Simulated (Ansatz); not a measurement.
Calculated with Ansatz (gas phase, PBE0-D4/def2-TZVP geometries, no zero-point term in ΔE). CBS: MP2 limit from def2 TZ/QZ plus the TZ coupled-cluster correction, frozen cores. DFT in def2-TZVPP. HSE06 is defined as in plane-wave codes. def2 core potentials past Kr. For Sb outer-core shells are correlated without core-valence functions, which leaves a few kJ/mol of doubt a bond. One conformer a species, not always the lowest.

Reaction (redistribution): `[F][AlH][SbH2]` + `OBN[SiH3]` → `O[BH][SbH2]` + `[F][AlH][NH][SiH3]`

(1) Is it downhill or uphill in electronic energy at CCSD(T)/CBS, and by how much? (Best estimate.)

(2) What do these levels give: BLYP-D4, PBE0-D4, r2SCAN0-D4, HSE06-D4, PBE, BLYP, r2SCAN, CAM-B3LYP, MP2/def2-TZVPP, CCSD/def2-TZVPP, CCSD(T)/def2-TZVPP, HF/def2-QZVPP? (An estimate is asked.)

Largest T1 diagnostic among the species: 0.015.

Answers

(1) The calculation gave: Uphill: ΔE = +71.1 kJ/mol.

(2) The calculation gave: BLYP-D4 70.9, PBE0-D4 79.6, r2SCAN0-D4 77.0, HSE06-D4 79.7, PBE 77.4, BLYP 72.0, r2SCAN 73.5, CAM-B3LYP 74.9, MP2/def2-TZVPP 68.3, CCSD/def2-TZVPP 69.4, CCSD(T)/def2-TZVPP 68.0, HF/def2-QZVPP 78.2 kJ/mol.

Leaving LDA and LC-ωPBE aside and taking each functional with its dispersion term where it has one, the values spread over 8.8 kJ/mol, from BLYP-D4 to HSE06-D4. LDA lies +6.6 kJ/mol from PBE without D4. In def2-TZVPP, CCSD(T) changes the Hartree–Fock value by −11.1 kJ/mol (the triples alone add −1.4 kJ/mol) and MP2 by −10.8 kJ/mol.
